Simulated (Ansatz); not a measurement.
Cartesian coordinates in Å:
```
Sb -1.339 0.003 0.083
Te 0.935 1.289 0.990
H -0.728 -1.572 0.341
H -0.839 -0.038 -1.550
H 1.971 0.318 0.136
```

The species carries charge 0 and has multiplicity 1. Sb, Te takes the def2 core potential.

Problem. List the PBE0/def2-TZVPP orbital energies in eV (Ansatz). (Estimate.)

Solution. Computed: Occupied: -171.87, -157.16, -120.85, -120.77, -120.55, -108.73, -108.66, -108.55, -44.07, -44.03, -43.83, -43.76, -43.73, -36.29, -36.26, -36.16, -36.16, -36.07, -17.95, -15.60, -10.32, -9.89, -8.47, -7.55, -6.44. Lowest empty: -1.61, -0.51, -0.28, 0.81, 2.86, 3.05, 3.18, 3.46.
